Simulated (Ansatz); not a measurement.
This geometry of AlH4N + BrH (8 atoms, charge 0, multiplicity 1) is a first-order saddle point.

Theory: RHF/def2-SVP (Ansatz 0.2.0).

```xyz
8
Properties=species:S:1:pos:R:3
Al -0.003 -0.059 0.205
N -0.018 0.088 2.046
H -0.805 -0.243 2.579
H 0.819 -0.065 2.583
H 1.408 -0.078 -0.481
H -1.372 -0.411 -0.476
Br -0.344 2.930 0.971
H -0.194 1.656 1.816
```

Task: Which two structures does it join? (They come from a converged band through this point; their orientation in space is the band's.)

Result: Bonds broken: Br7–H8. Bonds formed: Al1–Br7, N2–H8. AlH4N + BrH becomes AlBrH5N.

First end point:

```xyz
8
Properties=species:S:1:pos:R:3
Al 0.052 -0.490 0.099
N 0.002 -0.065 1.833
H -0.812 -0.165 2.412
H 0.815 0.020 2.416
H 1.453 -0.488 -0.621
H -1.311 -0.822 -0.619
Br -0.432 3.619 1.841
H -0.275 2.210 1.882
```

Last end point:

```xyz
8
Properties=species:S:1:pos:R:3
Al -0.069 0.542 0.097
N -0.033 0.194 2.145
H -0.775 -0.425 2.435
H 0.842 -0.210 2.445
H 1.374 0.050 -0.334
H -1.362 -0.262 -0.338
Br -0.333 2.862 0.155
H -0.152 1.068 2.638
```

Task: How far does it lie above each of them?

Result: 4.5 kcal/mol above the first and 52.8 kcal/mol above the second. This is the barrier of this one path; another mechanism may lie lower. The orbitals stay closed-shell, which can raise the energy where a bond breaks towards radicals; this wasn't checked here.

Time of the run: 3.5 min on 1 thread of Arm Neoverse V1 (shared host), peak memory 0.17 GiB.
